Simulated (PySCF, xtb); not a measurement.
Se(SeH)(OSiH3) (H4OSe2Si), SMILES [SiH3]O[Se][SeH]. The values are those of a single conformer.

Harmonic wavenumbers (cm⁻¹) from GFN2-xTB run with xtb at its own minimum, in rising order: 48, 92, 135, 195, 275, 289, 423, 603, 629, 649, 730, 791, 815, 856, 1904, 2217, 2251, 2314.

Question: What does PBE0-D3(BJ)/def2-SVP (PySCF 2.14.0) give at its own minimum? (Estimate from the structure and the level; the computed values follow.)

Answer: 57, 96, 150, 209, 300, 350, 541, 708, 726, 747, 878, 933, 946, 974, 2236, 2239, 2265, 2401. Paired by order, the mean absolute difference is 86 cm⁻¹ and the zero-point energies are 21.8 and 24.0 kcal/mol.
